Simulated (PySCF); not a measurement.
Species: C8H7FSi.
SMILES: `Fc1cccc2c1C=C[SiH2]2`

A linear-response calculation (PySCF, def2-SVPD basis, gas phase, vertical, core orbitals frozen in the response) gave these numbers; the functional is withheld.

Orbital energies (eV): HOMO-3 -8.72, HOMO-2 -8.64, HOMO-1 -7.20, HOMO -6.57, LUMO -1.83, LUMO+1 -0.71, LUMO+2 0.22.

| state | E (eV) | f | main configurations (H = HOMO, L = LUMO) |
| --- | --- | --- | --- |
| S1 | 4.19 | 0.109 | H→L (89%) |
| S2 | 4.64 | 0.011 | H-1→L (80%), H→L+1 (13%) |
| S3 | 5.57 | 0.278 | H→L+1 (71%), H-1→L (14%) |
| S4 | 5.70 | 0.0006 | H-3→L (98%) |
| S5 | 5.96 | 0.0005 | H→L+2 (97%) |
| S6 | 6.05 | 0.028 | H-2→L (40%), H→L+4 (36%), H→L+3 (14%) |

Triplets (Tamm–Dancoff): T1 2.96 eV, H→L (89%); T2 3.91 eV, H-1→L (83%), H-1→L+1 (10%); T3 4.26 eV, H→L+1 (71%), H-1→L+1 (20%); T4 4.54 eV, H-2→L (30%), H-1→L+1 (25%), H→L+4 (15%).

Vertical ionisation energy by ΔSCF with the same functional: 8.40 eV. Mean static polarisability: 119.0 au.

Task: Name the functional.
A. wB97X-D
B. HF
C. B3LYP
D. PBE

Result: C. B3LYP is a global hybrid with 20% exact exchange. In this run −ε(HOMO) = 6.57 eV differs from the ΔSCF value by -1.83 eV, and S1 differs from the orbital gap of 4.74 eV by -0.55 eV. The ratio −ε(HOMO)/IP is 0.78. Small neutral molecules mostly give 0.67 to 0.83 with B3LYP, 0.5 to 0.7 with PBE, 0.89 to 0.99 with wB97X-D; Hartree–Fock can't fall below 1, since the ion's relaxation only lowers the ΔSCF value.

Computed, not measured: PySCF 2.14.0, density-fitted response routines, TDDFT B3LYP/def2-SVPD, vertical, gas phase, core orbitals frozen in the response. Geometry: PBE0-D3(BJ)/def2-SVP; no solvent, vibrations or thermal averaging.
